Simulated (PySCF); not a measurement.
Species: C6H9NS.
Numbering: `[CH3:1][CH:2]([CH3:3])[c:4]1[cH:5][s:6][cH:7][n:8]1` (hydrogens: H9, H10, H11 on C1; H12 on C2; H13, H14, H15 on C3; H16 on C5; H17 on C7)

Geometry (PBE0-D3(BJ)/def2-SVP, Å), atoms numbered from 1 in this order:
```xyz
17
C6H9NS angstrom
C     -1.704    0.101    1.388
C     -0.869    0.083    0.109
C     -1.080   -1.211   -0.677
C      0.588    0.270    0.430
C      1.384    1.306    0.013
S      2.980    1.113    0.620
C      2.471   -0.348    1.393
N      1.227   -0.658    1.213
H     -2.772   -0.041    1.161
H     -1.382   -0.708    2.062
H     -1.591    1.054    1.927
H     -1.174    0.933   -0.523
H     -0.520   -1.200   -1.624
H     -0.731   -2.072   -0.087
H     -2.146   -1.359   -0.909
H      1.110    2.156   -0.609
H      3.175   -0.940    1.983
```

All values: wB97X-D/def2-SVPD (PySCF, non-relativistic), on one gas-phase PBE0-D3(BJ)/def2-SVP geometry that isn't relaxed in the solvent. The solvent is an IEF-PCM continuum (van der Waals radii × 1.2), and excitations are vertical TDDFT with non-equilibrium linear response and a frozen core. Only the electrostatic response of the medium enters.

Gas-phase singlets (H = HOMO, L = LUMO):

| state | E (eV) | λ (nm) | f | leading configuration |
| --- | --- | --- | --- | --- |
| S1 | 5.531 | 224 | 0.000 | H-1→L 97% |
| S2 | 5.609 | 221 | 0.081 | H→L 93% |
| S3 | 6.144 | 202 | 0.002 | H→L+1 82% |
| S4 | 6.471 | 192 | 0.036 | H-2→L 80% |
| S5 | 7.058 | 176 | 0.000 | H-2→L+1 50% |

Problem. How does the list change in chloroform (ε = 4.711)?

Solution. 
| state | E (eV) | λ (nm) | f | leading configuration | change by rank (eV) |
| --- | --- | --- | --- | --- | --- |
| S1 | 5.526 | 224 | 0.115 | H→L 94% | -0.005 |
| S2 | 5.636 | 220 | 0.000 | H-1→L 96% | +0.027 |
| S3 | 6.210 | 200 | 0.002 | H→L+1 82% | +0.066 |
| S4 | 6.459 | 192 | 0.053 | H-2→L 82% | -0.012 |
| S5 | 7.048 | 176 | 0.000 | H→L+2 55% | -0.010 |

Problem. How does the list change in acetonitrile (ε = 35.69)?

Solution. 
| state | E (eV) | λ (nm) | f | leading configuration | change by rank (eV) |
| --- | --- | --- | --- | --- | --- |
| S1 | 5.531 | 224 | 0.107 | H→L 94% | 0.000 |
| S2 | 5.693 | 218 | 0.000 | H-1→L 96% | +0.084 |
| S3 | 6.251 | 198 | 0.002 | H→L+1 82% | +0.107 |
| S4 | 6.483 | 191 | 0.047 | H-2→L 81% | +0.012 |
| S5 | 7.044 | 176 | 0.000 | H→L+2 64% | -0.014 |

Problem. The ground-state energy changes by -0.184 eV from gas to acetonitrile. By how much does the total energy of gas-phase S2 change?

Solution. E(S2) = E(S0) + excitation energy, so it changes by -0.184 − 0.078 = -0.262 eV: it is lowered more than the ground state, which is what a red shift means. This is the vertical state, with the slow part of the continuum still set for S0.

Problem. How do the frontier levels move from gas to acetonitrile?

Solution. 
```tsv
orbital	gas (eV)	solvent (eV)	change (eV)	Löwdin shares, gas	Löwdin shares, solvent
LUMO+2	2.31	2.39	+0.08	S6 63 %, C7 8 %, C5 7 %	S6 53 %, C7 10 %, C5 7 %, C1 4 %
LUMO+1	1.85	2.02	+0.17	S6 74 %, C5 6 %, C7 6 %	S6 73 %, C5 7 %, C7 6 %
LUMO	0.97	0.97	0.00	C7 26 %, S6 24 %, C5 17 %, N8 16 %	C7 27 %, S6 25 %, N8 17 %, C5 16 %
HOMO	-8.84	-8.83	+0.01	C5 26 %, C4 23 %, C7 17 %, S6 16 %	C5 26 %, C4 23 %, C7 17 %, S6 15 %
HOMO-1	-9.84	-10.02	-0.18	N8 59 %, S6 13 %, C7 9 %, C4 7 %	N8 57 %, S6 13 %, C7 9 %, C4 7 %
HOMO-2	-10.03	-10.10	-0.07	S6 37 %, N8 27 %, C5 15 %, C7 12 %	S6 38 %, N8 27 %, C5 15 %, C7 12 %
HOMO-3	-11.32	-11.26	+0.06	C2 24 %, C3 14 %, C1 14 %, H12 12 %	C2 25 %, C1 14 %, C3 14 %, H12 12 %
```

The HOMO–LUMO gap goes from 9.81 to 9.79 eV.

Note: wB97X-D ran without an empirical dispersion term, which enters the total energy and its gradient alone.
